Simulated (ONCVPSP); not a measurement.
# Before and after: ONCV potential for argon (Ar)

* Element: argon (Ar)
* Generator: ONCVPSP 4.0.1
* Type: optimised norm-conserving Vanderbilt (ONCV)
* Functional: PBE
* Relativity: scalar-relativistic
* Frozen core: [Ne]
* Valence charge: 8
* Reference configuration: 3s2 3p5 (charge +1)
* Partial waves: 3s: rc 0.95 bohr, ncon 4, nbas 8, qcut 5.5 1/bohr, 1 projector; 3p: rc 1.35 bohr, ncon 4, nbas 8, qcut 6.2 1/bohr, 2 projectors, debl 0.6 Ha
* Local potential: polynomial inside 0.95 bohr (lpopt 5, dvloc0 6 Ha)
* Core correction: Teter function, fcfact 4.75, rcfact 1.15

In the p channel the program set the typed energies aside and used -0.813, 0.250 Ha.

All-electron outer shells of the reference configuration (PBE, scalar-relativistic, ld1.x):

```json
{"shell": "2s", "level (eV)": "-310.89", "outermost node (bohr)": "0.12", "outermost maximum (bohr)": "0.34"}
{"shell": "2p", "level (eV)": "-243.82", "outermost node (bohr)": "–", "outermost maximum (bohr)": "0.28"}
{"shell": "3s", "level (eV)": "-36.70", "outermost node (bohr)": "0.51", "outermost maximum (bohr)": "1.16"}
{"shell": "3p", "level (eV)": "-22.12", "outermost node (bohr)": "0.49", "outermost maximum (bohr)": "1.26"}
```

Change: s: qcut 8; p: qcut 9.

Cutoffs: the cutoffs (Ha) at which the residual kinetic energy of the hardest occupied pseudo-wave falls to 1 and 0.1 mHa per electron; they do not see the model core or the augmentation charge, which bear on the density cutoff. Errors are all-electron minus pseudo energies relative to the spin-unpolarised reference configuration.

Task: What does the change do?

Result: The potential gets softer (145 Ha and 196 Ha → 109 Ha and 194 Ha); of the 4 tests that both files solve, the error grows in 3 and shrinks in 0 by more than 15 % and 0.3 meV (median size 3.9 → 4.6 meV); neither file shows a bound ghost.

```csv
quantity,base,changed
"cutoff, loose",145 Ha,109 Ha
"cutoff, tight",196 Ha,194 Ha
loose cutoff by channel,"s 145 Ha, p 10 Ha","s 109 Ha, p 21 Ha"
bound ghosts,none,none
GHOST(+) flags under 300 eV,none,none
"error for 3s2 3p6, meV [ΔE -16.06 eV]",+3.7,+4.1
"error for 3s2 3p4, meV [ΔE 28.66 eV]",+4.1,+5.1
"error for 3s2 3p3, meV [ΔE 71.24 eV]",+36,+42
"error for 3s1 3p6, meV [ΔE 14.62 eV]",+0.3,-1.4
s: phases at 0.97 bohr within 0.05 rad from the reference energy up to (Ha; the scan ends near 5),0.7,0.6
p: phases at 1.37 bohr within 0.05 rad from the reference energy up to (Ha; the scan ends near 5),to the end of the scan,to the end of the scan
"rms error of d²Exc/dni dnj with the model core, mHa",0.78,0.76
```
